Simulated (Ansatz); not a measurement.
Single points on the cluster Rb₆.

```yaml
crystal:
  periodic: [false, false, false]
  atoms:
    - {symbol: Rb, position_ang: [-2.054007, 0.365779, -3.476907]}
    - {symbol: Rb, position_ang: [3.058689, 1.741014, 2.136415]}
    - {symbol: Rb, position_ang: [-0.556839, -0.868858, 3.990078]}
    - {symbol: Rb, position_ang: [2.314915, 2.351967, -2.656920]}
    - {symbol: Rb, position_ang: [-3.722953, -1.949799, 0.457588]}
    - {symbol: Rb, position_ang: [0.960195, -1.640103, -0.450253]}
basis:
  gaussian: {orbitals: def2-TZVP, initial_orbitals: start.molden}
hamiltonian: {xc: {name: wB97X-V}}
scf: {omitted_lower_state_checks: [starts]}
output: {orbitals: {seedname: orbitals}}
```

The file start.molden holds the orbitals of an earlier run on this structure, at another level or in another basis.

```sh
$ ansatz run in.yaml --threads 2 --pin off --events-out ev --progress --plain --max-ram 4352MiB
```

Output, abridged:

```
Functional definition: wB97X-V
1944 factors; their error is unknown
1026 factors; integrals over basis functions are off by at most 2.7e-5 eV
mean field evaluation 1: about -3932.2274 eV, gradient 2.9e0 eV
mean field evaluation 2: about -3932.2977 eV, gradient 1.1e-1 eV
mean field evaluation 4: about -3932.2972 eV, gradient 6.4e-4 eV
mean field -3932.29718747 eV, -144.5092562328 hartree, gradient 1.1e-5 eV, S^2 0.000000; 0 other end points of the search recorded, 0 dependent functions left out
reference -3932.29718476 eV, -144.5092561332 hartree; 27, 27 occupied and 171, 171 virtual orbitals, 1944 factors
Total energy: -3932.29718476 eV, -144.5092561332 hartree
Checks for a lower state left out: starts
```

It took 53 s on 2 threads of Intel Xeon Platinum 8259CL on a shared host, peak host memory 1.2 GiB.

As the first input, with `hamiltonian: {xc: {name: r2SCANh}}` (abridged; 20 s):

```
Functional definition: r2SCANh
mean field -3935.20325584 eV, -144.6160522756 hartree, gradient 7.5e-5 eV, S^2 0.000000
Total energy: -3935.20327337 eV, -144.6160529197 hartree
Checks for a lower state left out: starts
```

As the first input, with `gaussian: {orbitals: def2-SVP, initial_orbitals: start.molden}`, `hamiltonian: {xc: pbe0}` (abridged; 7 s):

```
Functional definition: PBE0
mean field -3933.97464419 eV, -144.5709016301 hartree, gradient 4.5e-5 eV, S^2 0.000000
Total energy: -3933.97469050 eV, -144.5709033321 hartree
Checks for a lower state left out: starts
```

First input, but with `hamiltonian: {xc: {name: B3LYP}}` (abridged; 15 s):

```
Functional definition: B3LYP
mean field -3936.37148407 eV, -144.6589838711 hartree, gradient 1.0e-5 eV, S^2 0.000000
Total energy: -3936.37175673 eV, -144.6589938911 hartree
Checks for a lower state left out: starts
```

First input, but with `gaussian: {orbitals: "def2-QZVPP.json", initial_orbitals: start.molden}`, `hamiltonian: {xc: pbe0}` (abridged; 24 s):

```
Functional definition: PBE0
mean field -3934.07680819 eV, -144.5746560880 hartree, gradient 3.1e-5 eV, S^2 0.000000
Total energy: -3934.07685599 eV, -144.5746578447 hartree
Checks for a lower state left out: starts
```

The first input with `hamiltonian: {xc: hse06}` (abridged; 16 s):

```
Functional definition: HSE06
mean field -3933.92467541 eV, -144.5690653114 hartree, gradient 2.7e-5 eV, S^2 0.000000
Total energy: -3933.92473435 eV, -144.5690674774 hartree
Checks for a lower state left out: starts
```

First input, but with `gaussian: {orbitals: STO-3G}`, `hamiltonian: {xc: hf}` (abridged; 5.5 s):

```
Functional definition: HF
mean field -474716.24736908 eV, -17445.5003165841 hartree, gradient 2.7e-5 eV, S^2 0.000000
Total energy: -474716.24736908 eV, -17445.5003165841 hartree
Checks for a lower state left out: starts
```

Geometry: PBE0/def2-SVP.

In the def2 sets Rb takes a core potential, while STO-3G treats all electrons; there is no spin–orbit coupling. B3LYP takes the VWN-RPA correlation. HSE06 is defined as in plane-wave codes, on full-range PBE exchange. The restricted singlet is unstable towards broken spin symmetry in Hartree–Fock (as tested in another run); at ωB97X-V/def2-TZVP, r2SCANh/def2-TZVP, PBE0/def2-SVP, B3LYP/def2-TZVP and others this wasn't settled. At HF/STO-3G the highest occupied level of the charge 0 singlet lies above zero (up to 3.63 eV). In Hartree–Fock with STO-3G the lack of diffuse functions raises the level. The structure comes from a short search, and lower isomers may exist.
